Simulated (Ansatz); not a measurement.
PBE exchange is replaced step by step with exact exchange (0 % is PBE, 25 % PBE0; no dispersion term), basis def2-TZVP, Ansatz. System: Cu(NH3)H (CuNH4). Charge 0, multiplicity 1. Geometry: r2SCAN-D4/def2-TZVP.

Geometry of the singlet:

```xyz
6

Cu   -0.8660   -0.6084    0.6639
N     0.4965    0.3487   -0.3806
H     1.3011    0.5905    0.1927
H     0.1265    1.2131   -0.7685
H     0.8327   -0.2157   -1.1570
H    -1.8908   -1.3282    1.4495
```

| exact exchange (%) | HOMO (eV) | LUMO (eV) | gap (eV) |
| --- | --- | --- | --- |
| 0 | -4.59 | -1.12 | 3.47 |
| 10 | -5.02 | -0.80 | 4.22 |
| 15 | -5.23 | -0.64 | 4.59 |
| 25 | -5.66 | -0.33 | 5.33 |
| 35 | -6.09 | -0.03 | 6.07 |
| 50 | -6.74 | 0.41 | 7.15 |

Task: Estimate the row for 5 %.

Result: 
```json
{"exact exchange (%)": "5", "HOMO (eV)": "-4.80", "LUMO (eV)": "-0.95", "gap (eV)": "3.85"}
```
